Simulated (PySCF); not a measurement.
Delta-SCF ions had no search for a lower state. Excitations are Tamm–Dancoff values on a coarser integration grid. The basis has no diffuse functions, so Rydberg states are missing or too high.

# C3H3N, SMILES `[C-]#[N+]C=C` (charge 0, multiplicity 1)

All values below come from PBE-D3(BJ)/def2-TZVP // B3LYP-D3(BJ)/def2-TZVP in PySCF.

```json
{
 "HOMO": "-7.16 eV",
 "dipole_moment": "3.63 D",
 "HOMO–LUMO gap": "4.76 eV",
 "LUMO": "-2.41 eV",
 "S1 excitation (TDA)": "5.33 eV",
 "S1 oscillator strength": "0.014",
 "brightest of the four lowest singlets (TDA)": "6.68 eV",
 "T1 excitation (TDA)": "3.88 eV",
 "S1–T1 gap (TDA)": "1.46 eV",
 "vertical ionisation energy (Delta-SCF)": "10.46 eV",
 "total_energy": "-170.6477 Ha",
 "cost": "roughly 100 core-seconds"
}
```

```xyz
7

C      1.7330     1.3278     1.2187
N      0.8074     0.7587     0.7866
C     -0.3176     0.1094     0.3278
C     -0.3344    -0.6096    -0.7875
H     -1.1906     0.2349     0.9556
H     -1.2458    -1.0977    -1.0998
H      0.5479    -0.7235    -1.4015
```
